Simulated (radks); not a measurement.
Values are calculated unless marked as measured or tabulated.
Numerical settings for the bismuth ion Bi3+, [Hg]. Code: a radial shooting solver on a logarithmic mesh with Libxc functionals. Model: scalar-relativistic Kohn-Sham, BLYP, spin-polarised, spherical densities, finite nucleus; Fermi nuclear charge, rms radius 5.5211 fm. The defaults (mesh step 0.008 in ln r, mesh end at 40 bohr or more with all orbitals vanishing there, Anderson mixing 0.5 over 9 steps, residual threshold near 1e-9 with the energy settled to 1e-9 hartree or 1e-11 of itself, here a cap of 63 iterations) give E = -21523.644 hartree and 6s at -40.008 eV in 15 iterations. Run on one thread of a shared host, so times are rough (Arm Neoverse N1): 0.38 s of CPU time, 0.38 s wall, 15 iterations on 2259 mesh points. Changes against that run (0 stands for a change within the tolerance of the run):

setting	iterations	converged	E (mhartree)	e(6s) (meV)	CPU (s)
mesh step in ln r 0.08	2	no	diverged	-	0.02
mesh step in ln r 0.03	14	yes	+0.00967	0	0.12
mesh step in ln r 0.12	4	no	diverged	-	0.02
mesh end (bohr) 12	15	yes	0	0	0.36
mesh end (bohr) 3	14	yes	+613	+8.77e+03	0.32
residual threshold 1e-13	62	yes	0	0	0.79
residual threshold 1e-16	63	no	0	0	0.76
mixing 1.5	17	yes	0	0	0.4
linear mixing, mixing 1	63	no	+3.54e+05	-5.39e+05	3.6
linear mixing, mixing 0.8	63	no	0	0	1.4
mixing history 20	22	yes	0	0	0.5
iteration cap 3	3	no	-76.8	-2.09e+03	0.1

Settings that end as converged yet miss the energy by more than 1 mhartree: mesh end (bohr) 3 (+0.613 hartree). A mesh that ends early acts as a hard wall.
